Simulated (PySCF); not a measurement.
**NMR data sheet: C$_{5}$H$_{10}$F$_{2}$OSi**

```yaml
Formula: C5H10F2OSi
SMILES: CCC([SiH2]OC)=C(F)F
InChI: InChI=1S/C5H10F2OSi/c1-3-4(5(6)7)9-8-2/h3,9H2,1-2H3
Point_group_of_the_computed_structure: C1
Degrees_of_unsaturation: 1
Carbon_signals: 5
Proton_signals: 4
```

Mapped SMILES: `[CH3:1][CH2:2][C:3]([SiH2:4][O:5][CH3:6])=[C:7]([F:8])[F:9]`; H(Xn) means a hydrogen on atom n.

How the numbers were obtained: structure optimised with GFN2-xTB, σ from GIAO-PBE0/pcSseg-1, in PySCF 2.14.0 with density-fitted response routines (non-relativistic Hamiltonian, gas phase, one conformer, fast rotation and ring inversion assumed for equivalent nuclei).

Referencing at the same level of theory: $^{1}$H, $^{13}$C, $^{29}$Si against TMS; $^{19}$F against CFCl3; $^{17}$O vs H2O.

| carbon | δC, type | δH (multiplicity) | HMBC from (2–3 bonds) | span of the C tensor (ppm) |
| --- | --- | --- | --- | --- |
| C1 | 18.4, CH3 | 1.10 (t) | H(C2) | 31 |
| C2 | 22.3, CH2 | 2.30 (q) | H(Si4), H(C1) | 19 |
| C3 | 86.5, C | – | H(Si4), H(C2), H(C1) | 119 |
| C6 | 54.0, CH3 | 3.88 (s) | H(Si4) | 80 |
| C7 | 167.3, C | – | H(Si4), H(C2) | 176 |

Other nuclei:
```csv
atoms,nucleus,environment,δ (ppm),σ (ppm)
H(Si4),$^{1}$H,"hydrogen on a silicon bonded to C, O",5.23,26.49
F8,$^{19}$F,vinylic fluorine,-73.3,244.2
F9,$^{19}$F,vinylic fluorine,-81.7,252.7
Si4,$^{29}$Si,"silicon bonded to C, O, 2 H",-29.4,378.5
O5,$^{17}$O,"oxygen bonded to C, Si",-8.5,344.5
```

1. Carbon types of the structure: 2 × C, 1 × CH2, 2 × CH3, leaving 2 H on heteroatoms.
2. δC 167.3, 86.5: fully substituted alkene carbon.
3. δC 54.0: methyl carbon bonded to O; pulled downfield by the heteroatom.
4. δC 22.3: allylic sp3 CH2; saturated and bonded to C and H only.
5. δC 18.4: methyl carbon; aliphatic region, no heteroatom directly attached.
6. δH 2.30: hydrogen on an allylic sp3 CH2; allylic position.

Splittings by $^{19}$F in the carbon and heteronuclear signals aren't shown, as no couplings were computed. Shifts are as computed. Against solution values, carbons near 30 ppm lie about +3 ppm off and those near 130 ppm about +5 ppm. Of 1211 compounds with measured shifts, 218 miss one by over three times the rms of a fit or turn the order of signals round; such compounds aren't used in these exercises. Unscaled 19F shifts against computed CFCl3 carry errors that often reach 10 to 50 ppm. Experimental scales use liquid or dissolved standards, which lie at an offset from isolated H2O (liquid H2O: subtract about 36 ppm). No couplings were computed; multiplicities are counted from neighbouring protons, with m where these are inequivalent, close in shift, in a saturated or five-membered ring or joined by F or P, and br s for small geminal =CH2 splittings.
